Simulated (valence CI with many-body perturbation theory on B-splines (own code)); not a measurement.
## E1 line list for Te XLVII

Method: configuration interaction combined with many-body perturbation theory (CI+MBPT): four valence electrons over a frozen Dirac-Fock core [He], radial functions for each j: 11 s, 11 p, 9 d, 7 f, 5 g, 2 h, 1 i, with the one-electron correlation potential Σ1, the two-electron term Σ2, the three-electron term Σ3, Breit, model QED; selected CI, second order for the rest (own B-spline code, finite nucleus).

No measured spectrum was set against this ion. As an estimate, large intervals hold to a few tenths of a per cent, small ones and those within an open d or f shell to about a per cent.

Lines 151 to 200 of 262 in falling wavelength, among levels below 43109 × 10³ cm⁻¹, chosen from the strongest by gf and those to the six lowest levels. Wavelengths and rates use the calculated energies. Electric multipoles are in the length gauge, E1 and E2 with the static RPA response of the core. Weak lines are less certain than strong ones. Lines between different terms over intervals too small for the method are left out, as are lines whose strength nearly cancels. Where a level lies close to another of its J and parity, the split of strength between their lines is uncertain. The highest levels of a list are the least certain.

Levels are named by their leading jj configuration (3d3/2^4 stands for four electrons in 3d with j = 3/2), which in mixed levels can hold well under half, so a name can repeat and another be missing. Letters in brackets count levels of one name in rising energy.

```
λ vac (Å)                           Upper                       Lower   A (s⁻¹)  S (a.u.) with core polarisation  S without
    2.721          (2s 2p1/2^2 3d5/2) J=3      (2s 2p1/2^2 2p3/2) J=2  3.17e+14                         2.21e-02   2.21e-02
    2.718          (2s^2 2p1/2 3d5/2) J=2      (2s^2 2p1/2 2p3/2) J=2  3.96e+13                         1.96e-03   1.97e-03
    2.718  (2s 2p1/2 2p3/2 3d3/2) J=3 [c]      (2s 2p1/2 2p3/2^2) J=3  3.66e+13                         2.54e-03   2.54e-03
    2.717  (2s 2p1/2 2p3/2 3d5/2) J=3 [a]  (2s 2p1/2 2p3/2^2) J=2 [a]  3.24e+14                         2.25e-02   2.25e-02
    2.716          (2s^2 2p1/2 3d5/2) J=3      (2s^2 2p1/2 2p3/2) J=2  3.19e+14                         2.21e-02   2.21e-02
    2.716  (2s 2p1/2 2p3/2 3d5/2) J=1 [a]  (2s 2p1/2 2p3/2^2) J=2 [a]  4.16e+13                         1.23e-03   1.24e-03
    2.713          (2s 2p1/2^2 3p1/2) J=1      (2s^2 2p1/2 2p3/2) J=1  3.42e+13                         1.01e-03   1.01e-03
    2.713          (2s^2 2p3/2 3d5/2) J=2          (2s^2 2p3/2^2) J=2  2.75e+14                         1.35e-02   1.35e-02
    2.712          (2s 2p1/2^2 3d5/2) J=2      (2s 2p1/2^2 2p3/2) J=2  1.30e+13                         6.38e-04   6.39e-04
    2.709          (2s^2 2p1/2 3d5/2) J=2      (2s^2 2p1/2 2p3/2) J=1  3.17e+14                         1.56e-02   1.56e-02
    2.706  (2s 2p1/2 2p3/2 3d5/2) J=2 [b]  (2s 2p1/2 2p3/2^2) J=2 [a]  2.46e+13                         1.20e-03   1.20e-03
    2.706          (2s^2 2p3/2 3p3/2) J=2      (2s 2p1/2^2 2p3/2) J=1  1.62e+12                         7.92e-05   7.91e-05
    2.705          (2s^2 2p3/2 3d5/2) J=3          (2s^2 2p3/2^2) J=2  5.80e+14                         3.97e-02   3.97e-02
    2.705  (2s 2p1/2 2p3/2 3d5/2) J=3 [b]  (2s 2p1/2 2p3/2^2) J=2 [a]  7.47e+13                         5.11e-03   5.11e-03
    2.704     (2s 2p1/2 2p3/2 3s) J=2 [a]      (2s 2p1/2^2 2p3/2) J=2  8.40e+12                         4.10e-04   4.09e-04
    2.702  (2s 2p1/2 2p3/2 3p1/2) J=1 [b]          (2s^2 2p3/2^2) J=2  1.66e+13                         4.84e-04   4.85e-04
    2.701  (2s 2p1/2 2p3/2 3p1/2) J=2 [c]          (2s^2 2p3/2^2) J=2  4.79e+12                         2.33e-04   2.33e-04
    2.701          (2s^2 2p3/2 3d5/2) J=1          (2s^2 2p3/2^2) J=2  1.32e+13                         3.86e-04   3.86e-04
    2.697  (2s 2p1/2 2p3/2 3p3/2) J=3 [a]          (2s^2 2p3/2^2) J=2  1.14e+13                         7.73e-04   7.74e-04
    2.694     (2s 2p1/2 2p3/2 3s) J=1 [a]      (2s 2p1/2^2 2p3/2) J=2  6.20e+12                         1.79e-04   1.79e-04
    2.693          (2s^2 2p3/2 3p3/2) J=3      (2s 2p1/2^2 2p3/2) J=2  2.15e+12                         1.45e-04   1.44e-04
    2.690     (2s 2p1/2 2p3/2 3s) J=1 [b]      (2s 2p1/2^2 2p3/2) J=1  6.71e+12                         1.93e-04   1.93e-04
    2.688  (2s 2p1/2 2p3/2 3p3/2) J=2 [a]          (2s^2 2p3/2^2) J=2  1.23e+12                         5.91e-05   5.91e-05
    2.687     (2s 2p1/2 2p3/2 3s) J=1 [c]      (2s 2p1/2^2 2p3/2) J=1  9.72e+12                         2.79e-04   2.78e-04
    2.686     (2s 2p1/2 2p3/2 3s) J=2 [c]      (2s 2p1/2^2 2p3/2) J=1  7.87e+12                         3.77e-04   3.75e-04
    2.686         (2s 2p1/2 2p3/2 3s) J=0      (2s 2p1/2^2 2p3/2) J=1  1.52e+13                         1.45e-04   1.45e-04
    2.683  (2s 2p1/2 2p3/2 3d5/2) J=3 [c]  (2s 2p1/2 2p3/2^2) J=2 [a]  9.01e+13                         6.01e-03   6.01e-03
    2.681     (2s 2p1/2 2p3/2 3s) J=2 [b]      (2s 2p1/2^2 2p3/2) J=2  1.05e+12                         5.01e-05   4.99e-05
    2.680         (2s 2p1/2 2p3/2 3s) J=3      (2s 2p1/2^2 2p3/2) J=2  6.35e+12                         4.23e-04   4.21e-04
    2.678             (2s^2 2p1/2 3s) J=1          (2s^2 2p1/2^2) J=0  1.35e+13                         3.85e-04   3.84e-04
    2.676  (2s 2p1/2 2p3/2 3p3/2) J=2 [b]          (2s^2 2p3/2^2) J=2  1.49e+12                         7.05e-05   7.06e-05
    2.676             (2s^2 2p3/2 3s) J=2      (2s^2 2p1/2 2p3/2) J=2  6.61e+12                         3.13e-04   3.11e-04
    2.672             (2s^2 2p3/2 3s) J=1      (2s^2 2p1/2 2p3/2) J=2  1.06e+13                         3.00e-04   2.98e-04
    2.671          (2s^2 2p3/2 3p3/2) J=2      (2s 2p1/2^2 2p3/2) J=2  3.42e+12                         1.61e-04   1.61e-04
    2.669  (2s 2p1/2 2p3/2 3p3/2) J=3 [b]          (2s^2 2p3/2^2) J=2  2.54e+12                         1.67e-04   1.67e-04
    2.667             (2s^2 2p3/2 3s) J=2      (2s^2 2p1/2 2p3/2) J=1  3.91e+12                         1.83e-04   1.82e-04
    2.664             (2s^2 2p3/2 3s) J=1      (2s^2 2p1/2 2p3/2) J=1  3.76e+12                         1.05e-04   1.05e-04
    2.662          (2s 2p1/2^2 3p3/2) J=2      (2s^2 2p1/2 2p3/2) J=1  3.77e+12                         1.76e-04   1.76e-04
    2.649  (2s 2p1/2 2p3/2 3p3/2) J=3 [c]          (2s^2 2p3/2^2) J=2  3.02e+12                         1.94e-04   1.94e-04
    2.602  (2s 2p1/2 2p3/2 3d3/2) J=2 [b]      (2s 2p1/2^2 2p3/2) J=1  5.54e+12                         2.41e-04   2.41e-04
    2.600  (2s 2p1/2 2p3/2 3d3/2) J=1 [b]      (2s 2p1/2^2 2p3/2) J=1  8.96e+12                         2.33e-04   2.33e-04
    2.598  (2s 2p1/2 2p3/2 3d5/2) J=1 [a]      (2s 2p1/2^2 2p3/2) J=1  1.85e+13                         4.79e-04   4.80e-04
    2.592  (2s 2p1/2 2p3/2 3d3/2) J=2 [a]      (2s 2p1/2^2 2p3/2) J=2  7.81e+13                         3.36e-03   3.36e-03
    2.592  (2s 2p1/2 2p3/2 3d3/2) J=1 [a]      (2s 2p1/2^2 2p3/2) J=2  2.84e+13                         7.31e-04   7.32e-04
    2.589  (2s 2p1/2 2p3/2 3d5/2) J=2 [b]      (2s 2p1/2^2 2p3/2) J=1  8.64e+12                         3.70e-04   3.70e-04
    2.589  (2s 2p1/2 2p3/2 3d3/2) J=3 [a]      (2s 2p1/2^2 2p3/2) J=2  1.05e+14                         6.28e-03   6.29e-03
    2.583  (2s 2p1/2 2p3/2 3p1/2) J=1 [a]      (2s^2 2p1/2 2p3/2) J=2  7.15e+12                         1.82e-04   1.82e-04
    2.583  (2s 2p1/2 2p3/2 3d5/2) J=1 [b]      (2s 2p1/2^2 2p3/2) J=1  8.83e+13                         2.25e-03   2.25e-03
    2.579      (2s 2p1/2 2p3/2 3d5/2) J=0      (2s 2p1/2^2 2p3/2) J=1  4.58e+13                         3.88e-04   3.88e-04
    2.578  (2s 2p1/2 2p3/2 3p1/2) J=2 [a]      (2s^2 2p1/2 2p3/2) J=2  1.61e+12                         6.80e-05   6.81e-05
```
